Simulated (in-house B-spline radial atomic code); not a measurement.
Successive ionisation energies of osmium; each step leads to the configuration of the next row (after the last: [Kr] 4d10). NIST's values go from ground level to ground level; the uncertainty of those that are theory runs from under 0.1 % in few-electron ions to several per cent in heavy many-electron ones. Computed with a radial B-spline atomic code at the basis-set limit: non-relativistic Hartree-Fock, average of the configuration, point nuclei.

This level leaves out relativity, spin-orbit splitting included, which matters for heavy ions.

```tsv
ion	configuration	ionisation energy (eV)	tabulated value (eV)	tabulated kind	computed minus tabulated (eV)	highest orbital	largest mean radius (bohr)
Os17+	[Kr] 4d10 4f12 5s1	396.9	436	tabulated theory	-39.1	5s	0.95498
Os18+	[Kr] 4d10 4f12	?	?	tabulated theory	?	?	?
Os19+	[Kr] 4d10 4f11	519.8	520	tabulated theory	-0.2	4f	0.48056
Os20+	[Kr] 4d10 4f10	563.6	570	tabulated theory	-6.4	4f	0.47218
Os21+	[Kr] 4d10 4f9	608.6	620	tabulated theory	-11.4	4f	0.46648
Os22+	[Kr] 4d10 4f8	654.8	670	tabulated theory	-15.2	4f	0.46264
Os23+	[Kr] 4d10 4f7	?	?	tabulated theory	?	?	?
Os24+	[Kr] 4d10 4f6	750.5	770	tabulated theory	-19.5	4f	0.45496
Os25+	[Kr] 4d10 4f5	800.1	820	tabulated theory	-19.9	4f	0.45168
Os26+	[Kr] 4d10 4f4	850.8	870	tabulated theory	-19.2	4f	0.44885
Os27+	[Kr] 4d10 4f3	?	?	tabulated theory	?	?	?
Os28+	[Kr] 4d10 4f2	955.5	970	tabulated theory	-14.5	4f	0.44314
Os29+	[Kr] 4d10 4f1	1009.4	1015	tabulated theory	-5.6	4f	0.44027
```

Fill in the row of Os18+.

ionisation energy (eV): 477.3; tabulated value (eV): 470; computed minus tabulated (eV): 7.3; highest orbital: 4f; largest mean radius (bohr): 0.48941.

Fill in the row of Os23+.

ionisation energy (eV): 702.1; tabulated value (eV): 720; computed minus tabulated (eV): -17.9; highest orbital: 4f; largest mean radius (bohr): 0.4588.

Fill in the row of Os27+.

ionisation energy (eV): 902.6; tabulated value (eV): 920; computed minus tabulated (eV): -17.4; highest orbital: 4f; largest mean radius (bohr): 0.446.
